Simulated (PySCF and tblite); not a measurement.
The numbers below are computed, except where a source is named.
C₇H₁₆Si, numbered as in [CH3:1][CH2:2][SiH:3]1[CH2:4][CH2:5][CH2:6][CH2:7][CH2:8]1.

Search: ETKDG and KDG, MMFF94s, GFN2-xTB, 90 starts; geometries at PBE0-D3(BJ)/def2-SVP. Energies: PBE0-D3(BJ)/def2-SVPD, with GFN2-xTB thermal terms (modes under about 100 cm⁻¹ blended into free rotors). Symmetry numbers and mirror images are counted. Conformers within 4 kcal/mol (GFN2-xTB free energy) were kept, 5 at most. Codes: tblite and PySCF.

Rotational constants are equilibrium values for the commonest isotopes; dipoles come from the energy level named.

Torsions listed: C1–C2–Si3–C4. The 6-ring runs over atoms 3–4–5–6–7–8. Of a mirror pair one member is shown.

```json
{"conformer": "1", "shape": "6-ring chair (all substituents equatorial); 177°", "symmetry": "C1 (pair)"}
{"conformer": "2", "shape": "6-ring chair (C2 axial); 177°", "symmetry": "C1 (pair)"}
{"conformer": "3", "shape": "6-ring chair (all substituents equatorial); 59°", "symmetry": "Cs"}
{"conformer": "4", "shape": "6-ring chair (C2 axial); 59°", "symmetry": "Cs"}
{"conformer": "5", "shape": "6-ring twist-boat (ring torsions 68, -37, -37, 68, -30, -31°); -178°", "symmetry": "C1 (pair)"}
```

(1) Give the rotational constants and dipole components, as needed to look for these species in a jet-cooled rotational spectrum.

(2) Which type of transition is strongest for conformer 1?

Results:

(1) 
```json
{"conformer": "1", "A (MHz)": "3149", "B (MHz)": "1033", "C (MHz)": "843", "abs μa (D)": "0.04", "abs μb (D)": "0.04", "abs μc (D)": "0.61", "κ": "-0.84", "Ic−Ia−Ib (u Å²)": "-50.2"}
{"conformer": "2", "A (MHz)": "2541", "B (MHz)": "1173", "C (MHz)": "1007", "abs μa (D)": "0.33", "abs μb (D)": "0.10", "abs μc (D)": "0.53", "κ": "-0.78", "Ic−Ia−Ib (u Å²)": "-128.1"}
{"conformer": "3", "A (MHz)": "2750", "B (MHz)": "1094", "C (MHz)": "956", "abs μa (D)": "0.14", "abs μb (D)": "0.00", "abs μc (D)": "0.54", "κ": "-0.85", "Ic−Ia−Ib (u Å²)": "-116.8"}
{"conformer": "4", "A (MHz)": "2156", "B (MHz)": "1265", "C (MHz)": "1211", "abs μa (D)": "0.15", "abs μb (D)": "0.00", "abs μc (D)": "0.56", "κ": "-0.88", "Ic−Ia−Ib (u Å²)": "-216.5"}
{"conformer": "5", "A (MHz)": "3072", "B (MHz)": "1062", "C (MHz)": "903", "abs μa (D)": "0.16", "abs μb (D)": "0.17", "abs μc (D)": "0.56", "κ": "-0.85", "Ic−Ia−Ib (u Å²)": "-81.1"}
```

(2) c-type, since that component is clearly the largest; the top is near-prolate.
